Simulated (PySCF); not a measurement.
Species: TMS-CClF2, C4H9ClF2Si.
SMILES: `C[Si](C)(C)C(F)(F)Cl`

Torsions of this conformer, `[CH3:1][Si:2]([CH3:3])([CH3:4])[C:5]([F:6])([F:7])[Cl:8]`: C1–Si2–C5–F6 179°.

The closed-shell ground state was solved at several levels (PySCF, density fitting, gas phase, non-relativistic). Geometry: PBE0-D3(BJ)/def2-TZVP; no solvent, vibrations or thermal averaging.

| level | basis functions | total energy (Eh) | HOMO (eV) | LUMO (eV) | gap (eV) | dipole (D) |
| --- | --- | --- | --- | --- | --- | --- |
| B97-2/pcSseg-2 | 428 | -1107.3802 | -8.21 | 0.30 | 8.51 | 3.00 |
| PBE0/pcSseg-2 | 428 | -1106.7958 | -8.47 | 0.26 | 8.73 | 3.01 |
| wB97X-D/pcSseg-2 | 428 | -1107.3428 | -10.34 | 1.94 | 12.28 | 3.04 |

Q: What might KT3/pcSseg-2 (428 basis functions) give for the same quantities?

A: Total energy -1117.7368 Eh, HOMO -7.22 eV, LUMO -0.68 eV, gap 6.54 eV, dipole 2.90 D.

Q: Over all these levels, which gives the widest orbital gap and which the narrowest?

A: wB97X-D/pcSseg-2 (range-separated hybrid) has the widest, 12.28 eV, and KT3/pcSseg-2 (GGA) the narrowest, 6.54 eV. From the narrowest to the widest the HOMO moves by -3.12 eV and the LUMO by +2.62 eV.

Q: In the pcSseg-2 basis, how does the gap go with the fixed share of exact exchange?

A: KT3 (0 %) 6.54 eV; B97-2 (21 %) 8.51 eV; PBE0 (25 %) 8.73 eV. Each rise in the share widens the gap here.

Q: How far do the dipole and the HOMO energy spread over the levels?

A: The dipole runs from 2.90 to 3.04 D (mean 2.99 D) and the HOMO from -10.34 to -7.22 eV.

Note: wB97X-D ran without an empirical dispersion term, which enters the total energy and its gradient alone.
